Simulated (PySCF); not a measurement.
## V²⁺: ionisation energy

V²⁺ [Ar] 3d3 (4F) → V³⁺ [Ar] 3d2 (3F), as a difference of total energies. All numbers are calculated (PySCF 2.14, the non-relativistic Hamiltonian (point nucleus), in aug-cc-pVTZ). Correlated levels: valence: [Ar] frozen. The calculations carry no spin-orbit coupling.

| method | ionisation energy (eV) | difference from reference (eV) |
| --- | --- | --- |
| UHF | 28.350 | -0.961 |
| MP2 (valence) | 28.723 | -0.588 |
| SCS-MP2 (valence) | 28.474 | -0.837 |
| CCSD (valence) | 28.788 | -0.523 |
| CCSD(T) (valence) | 28.790 | -0.521 |

Reference: 29.311 eV (measured; NIST Atomic Spectra Database, ionization energies).

These non-relativistic numbers lack the scalar-relativistic shift.

The reference lies between the lowest fine-structure levels, while these numbers refer to the centres of the terms.

Errors of the correlated levels include the incompleteness of this basis and the frozen core.
